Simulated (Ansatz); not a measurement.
Reaction (hydrogenolysis of a C–Br bond): `FC1(Br)BO1` + H₂ → `FC1BO1` + HBr

Isolated molecules relaxed with PBE0-D4/def2-TZVP in Ansatz; ΔE leaves out vibrations. CCSD(T)/CBS adds triple-zeta CCSD(T) − MP2 to the extrapolated MP2 energy (def2 sets, frozen cores). This one scheme is used for every species. Functionals use def2-TZVPP. B3LYP here is the variant with VWN-RPA as its local correlation; programs differ in this. For Br outer-core shells are correlated without core-valence functions, which leaves a few kJ/mol of doubt a bond. Scalar relativity is left out up to krypton.

Is it downhill or uphill in electronic energy at CCSD(T)/CBS, and by how much? (An estimate is asked.)

The calculation gave: Downhill: ΔE = -18.9 kcal/mol.

What do these levels give: LDA (SPW92), PBE-D4, B97M-V, BHLYP-D4, PBE0, B3LYP, CAM-B3LYP, LC-ωPBE, MP2/def2-SVP, CCSD/def2-SVP, MP2/def2-TZVPP, MP2/def2-QZVPP? (An estimate is asked.)

The calculation gave: LDA (SPW92) -16.5, PBE-D4 -16.1, B97M-V -19.0, BHLYP-D4 -20.8, PBE0 -19.5, B3LYP -20.5, CAM-B3LYP -21.1, LC-ωPBE -20.8, MP2/def2-SVP -20.9, CCSD/def2-SVP -24.0, MP2/def2-TZVPP -17.7, MP2/def2-QZVPP -17.4 kcal/mol.

Largest T1 diagnostic among the species: 0.016.

The D4 term adds +2.1 kcal/mol with B3LYP and +1.1 kcal/mol with PBE0; it sums over pairs of atoms, weighted by their polarisabilities, and B3LYP, whose exchange is more repulsive, gets the larger term. From PBE to PBE0 (25 % exact exchange), in def2-TZVPP and without D4, ΔE moves by −2.2 kcal/mol.
